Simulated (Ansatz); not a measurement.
Job for Ansatz (a program for electronic structure): U-CCSD(T)/def2-TZVPP on Te2, 2S+1 = 3, a point of a bond scan (R = 2.060 Å). Elements past Kr take the def2 small-core potentials; no spin–orbit coupling. The run froze 18 orbitals, filled d shells among them.

Ansatz 0.2 input:
```yaml
crystal:
  periodic: [false, false, false]
  atoms:
    - {symbol: Te, position_ang: [-0.00000000, -0.00000000, -1.28732190]}
    - {symbol: Te, position_ang: [0.00000000, 0.00000000, 0.77239314]}
basis:
  gaussian:
    orbitals: def2-TZVPP
magnetization: {spin_polarized: true, initial_magnetization: 2}
correlation: {method: ccsd_t, electrons: outside_noble_gas}
scf: {omitted_lower_state_checks: [cluster_reference]}
```

Q: What total energy does the run end on?

A: -534.1604 hartree (reference determinant -533.9041, T1 diagnostic 0.014).
